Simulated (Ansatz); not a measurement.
hydrogen telluride (SMILES [TeH2]) moved off its minimum; all values from Ansatz (a program for electronic structure), cores frozen in correlated methods. Elements past Kr take the def2 small-core potentials, without spin–orbit coupling.
(charge 0, multiplicity 1)
```xyz
3

Te    -0.0170     0.0712    -0.0063
H     -1.1767    -1.0908    -0.0674
H      1.1769    -1.0930     0.0173
```

Forces at r2SCAN/def2-TZVPP (eV/Å):

| atom | Fx | Fy | Fz |
|---|---|---|---|
| Te1 | 0.302 | 0.076 | 0.012 |
| H2 | -0.148 | -0.188 | -0.008 |
| H3 | -0.154 | 0.112 | -0.004 |

Q: Give the forces (eV/Å), the total energy and the dipole at CCSD(T)/def2-TZVPPD.

A: 
```json
[
 {"atom": "Te1", "Fx": "0.307", "Fy": "0.128", "Fz": "0.013"},
 {"atom": "H2", "Fx": "-0.209", "Fy": "-0.217", "Fz": "-0.011"},
 {"atom": "H3", "Fx": "-0.099", "Fy": "0.089", "Fz": "-0.002"}
]
```
Energy -268.3320 hartree, dipole 0.15 D.
